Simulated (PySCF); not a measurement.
The complex [Nb(NH3)6]3+ (charge +3) contains Nb(III), shell d2. The structure is a model geometry with rigid ligands and bond lengths from ionic radii, not a minimum; coordination octahedral, point group S6, metal–donor distances 2.15 Å.

The d shell alone is too small an active space for [Nb(NH3)6]3+ (an active orbital has only 0.61 squared overlap with the free ion's shell): its levels, fitted parameters, g values and moments show what this model gives and aren't sound predictions.

Method (PySCF 2.14, density fitting): CASSCF(2,5) with orbitals averaged over all microstates of the shell, strongly contracted NEVPT2 on the averaged canonical orbitals; basis x2c-TZVPall on the metal, x2c-SVPall elsewhere; spin-free X2C; gas phase; spin-orbit coupling by state interaction with the mean-field operator over all roots.

CASSCF energies above the lowest CASSCF root:

```csv
state,CASSCF / cm⁻¹
3Eg (from 3T1g),0
3Ag (from 3T1g),509
1Ag (from 1T2g),9029
1Eg,9158
1Eg,9777
1Ag (from 1A1g),22078
3Eg (from 3T2g),38644
3Ag (from 3T2g),38903
3Eg (from 3T1g),46384
3Ag (from 3T1g),46630
1Eg (from 1T2g),48169
1Ag (from 1T2g),48511
1Eg (from 1T1g),50598
1Ag (from 1T1g),50864
3Ag (from 3A2g),78741
1Eg,88975
1Ag (from 1A1g),100041
```

Task: How does dynamic correlation (SC-NEVPT2) move these states?

Result: 
| state | NEVPT2 / cm⁻¹ | shift / cm⁻¹ |
| --- | --- | --- |
| 3Eg (from 3T1g) | 0 | 0 |
| 3Ag (from 3T1g) | 643 | +135 |
| 1Ag (from 1T2g) | 7423 | -1606 |
| 1Eg | 7676 | -1482 |
| 1Eg | 8362 | -1414 |
| 1Ag (from 1A1g) | 18495 | -3583 |
| 3Eg (from 3T2g) | 41147 | +2503 |
| 3Ag (from 3T2g) | 41467 | +2565 |
| 3Eg (from 3T1g) | 46803 | +419 |
| 3Ag (from 3T1g) | 47076 | +445 |
| 1Eg (from 1T2g) | 48796 | +627 |
| 1Ag (from 1T2g) | 49211 | +700 |
| 1Eg (from 1T1g) | 50711 | +114 |
| 1Ag (from 1T1g) | 51004 | +140 |
| 3Ag (from 3A2g) | 83346 | +4606 |
| 1Eg | 91238 | +2262 |
| 1Ag (from 1A1g) | 99144 | -898 |

The geometry is a model, and the complex may not exist in this form. The ground state is orbitally degenerate in this regular structure, which would distort (Jahn–Teller). NEVPT2 on the d shell alone tends to put d–d bands too high for such charged or covalently bound ions.
